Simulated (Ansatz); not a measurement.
`[F][GeH2][Br]` → Br• + `[F][GeH2]`•  (homolysis of the Br–Ge bond)

Gas-phase electronic energies from Ansatz, PBE0-D4/def2-TZVP geometries. CCSD(T)/CBS adds triple-zeta CCSD(T) − MP2 to the extrapolated MP2 energy (def2 sets, frozen cores). Functionals use def2-TZVPP. No spin–orbit coupling; open shells (•) take unrestricted orbitals. Spin–orbit coupling would lower the free atoms: clearly for Br. For Br, Ge outer-core shells are correlated without core-valence functions, so the limit isn't a true one: a few kJ/mol of doubt a bond, and 10 to 20 or more in all where bonds break to atoms. Scalar relativity is left out up to krypton.

CCSD(T)/CBS gives +391.5 kJ/mol.

Q: Another level gave +369.8 kJ/mol. Which?
A. LDA (SPW92)/def2-TZVPP
B. revPBE-D4/def2-TZVPP
C. RPA@PBE/def2-TZVPP
D. PBE0/def2-TZVPP

A: D. PBE0 369.8, LDA (SPW92) 428.3, revPBE-D4 359.5, RPA@PBE/def2-TZVPP 338.2 kJ/mol.

Largest T1 diagnostic among the species: 0.014.

From r2SCAN to r2SCAN0 (25 % exact exchange), in def2-TZVPP and without D4, ΔE moves by −4.9 kJ/mol: exact exchange takes away binding that semilocal exchange gives to molecules. Leaving LDA and LC-ωPBE aside and taking each functional with its dispersion term where it has one, the values, not all of them listed here, spread over 29.8 kJ/mol, from BLYP-D4 to PBE-QIDH. LDA lies +59.2 kJ/mol from PBE without D4, its usual overbinding. At CCSD(T), def2-SVP lies −38.9 kJ/mol from the extrapolated value and def2-TZVPP −17.8 kJ/mol: correlation converges slowly with the basis, and small sets miss more of it in the bonded molecule than in its fragments.

CCSD(T)/CBS has its own doubt, a few kJ/mol and more with outer-core shells, so smaller differences from it don't rank the levels.
